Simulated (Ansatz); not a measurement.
## Which method gave which barrier?

Saddle point of GaH5S, closed shell (GaH₃S ([SH][GaH2]) + H₂ → GaH₃ + H₂S (still joined by a long Ga–S bond); bonds formed: Ga1–H6, S2–H5; bonds broken: H5–H6; bonds weakened to dative contacts: Ga1–S2), PBE0-D4/def2-TZVP structure:

Ga1  (-0.434, -0.741, 0.313)
S2  (-0.172, 1.376, -0.928)
H3  (-1.204, -1.702, -0.633)
H4  (-0.550, -0.429, 1.830)
H5  (0.907, 0.199, -0.596)
H6  (1.232, -0.769, -0.139)
H7  (0.222, 2.067, 0.154)
(Å)

Ansatz 0.2.0; basis: def2-TZVPP, with def2-QZVPP for the basis limit; cores frozen in the correlated methods. Filled d shells of the heavier atoms are correlated. The def2 sets are not built for correlating such inner shells, so the correlated values are less sure here. Extrapolation: Hartree–Fock as exp(−7.88 √X), correlation as X^−2.97. Four methods, as single points on the PBE0-D4 structures, gave these electronic barriers from the start structure: 1.026, 1.136, 1.353, 1.765 eV.

Problem. The methods were, in alphabetical order, BHLYP-D4, BLYP-D4, HF, r2SCAN-D4. Which gave which? (A judgement: the text doesn't fix the answer.)

Solution. By the calculation: r2SCAN-D4 1.026; BLYP-D4 1.136; BHLYP-D4 1.353; HF 1.765 eV. For comparison, CCSD(T) at an estimated basis limit (MP2 extrapolated from triple and quadruple zeta, plus CCSD(T) − MP2 in triple zeta) gives 1.268 eV.

No T1 diagnostic of these runs exceeds 0.014.

Labels in which every atom is bracketed show which atoms are joined, not bond orders.

For scale, one of the runs: CCSD(T)/def2-TZVPP, 160 basis functions, launched by `ansatz run in.yaml --threads 2 --pin off --events-out ev --progress --plain --max-ram 4352MiB`. Time: 20 s of wall clock on 2 CPU threads of an Intel Xeon Platinum 8259CL; the host was shared. Peak host memory: 1.1 GiB.
